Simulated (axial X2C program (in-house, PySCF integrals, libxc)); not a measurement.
## Spectroscopic constants of IrB

Calculated with an in-house relativistic program for diatomic molecules. Spin-free means the one-electron spin-free X2C Hamiltonian. Basis: Ir dyall-cv3z [13s14p9d6f4g], B dyall-v3z [7s6p2d1f] (cores contracted in-house); Gaussian nuclei, density fitting, unrestricted open shells. Masses: Ir 192.963 u, B 11.009 u.

Input:
```json
{"zs": [77, 5], "q": 0, "bas": ["dyall-cv3z", "dyall-v3z"], "levels": ["PBE0", "HF", "r2SCAN0"], "cc": true, "r0": 2.07, "thr": -2.0, "nmax": 90, "npts": 10, "nst": 2, "ntry": 6}
```
```bash
python so2c.py task.json out
```

Keys: zs atomic numbers; q charge; bas basis sets; levels methods; cc coupled cluster on or off; r0 starting distance in Å; thr threshold in hartree for freezing inner shells (an s shell follows its p shell); nmax most natural virtual spinors; npts points on the curve; nst determinants followed; ntry starts of the search. HF also brings MP2.

State, spin-free: M_S = 1, Λ = 2 (beyond evenly filled blocks: σα, δ+α, δ+β, δ-α); electrons by block: σα: 16, σβ: 15, π+α: 8, π+β: 8, π-α: 8, π-β: 8, δ+α: 4, δ+β: 4, δ-α: 4, δ-β: 3, φ+α: 1, φ+β: 1, φ-α: 1, φ-β: 1. Fragments: Ir + B.

```
Hamiltonian    level  Re (Å)  ωe (cm⁻¹)  ωexe (cm⁻¹)  Be (cm⁻¹)  αe (cm⁻¹)  De (eV)  μ (D)
  spin-free     PBE0   1.755      948.3         4.87     0.5257    0.00341     5.37  -1.73
  spin-free       HF   1.763      894.1          n/a      0.521    0.00343     2.07  -1.88
  spin-free     CCSD   1.756      947.2          n/a     0.5246        n/a     4.62    n/a
  spin-free  r2SCAN0   1.748      964.8         4.72       0.53    0.00333     5.10  -1.76
```

Correlated methods: 12 electrons correlated (number of frozen shells: Ir 5 s, 4 p, 2 d, 1 f; B 1 s), 268 virtual spin orbitals or spinors in MP2, 90 natural virtuals in coupled cluster.

Dipoles are positive if B is the positive end.

The state is one determinant whose occupation by symmetry is held fixed; it was picked as the lowest of a PBE0 search that is not exhaustive. Dissociation energies refer to the lowest single-determinant-based atoms at the same level and basis. CCSD ran in a truncated set of natural virtual spinors with an MP2 remainder; without triples it tends to underbind. Other states lie close and PBE0, whose exact exchange favours high spin, may order them wrongly; the determinant shown need not be the ground state. The nearest other spin-free determinant of the search, M_S = 0, Λ = 2, lies 0.17 eV up at the distance of the search. Without a current term, density functionals place determinants with orbital angular momentum somewhat too high. The determinant is spin-polarised beyond a pure state at some levels (its spin-free form has ⟨S²⟩ too high), which makes Re and μ there less reliable. The T1 diagnostic is large, a sign of multireference character. The stretched end of a curve changes character and is left out.

No reliable constants came from CCSD (2c), CCSD(T) (2c), CCSD(T) (spin-free), HF (2c), MP2 (2c), MP2 (spin-free), PBE0 (2c), r2SCAN0 (2c): no minimum in range, unconverged points, a curve that is not smooth, a change of character along it, or the two Hamiltonians disagreeing along it.

The whole task took 4.8 min on 1 thread of Arm Neoverse V1 (shared host).
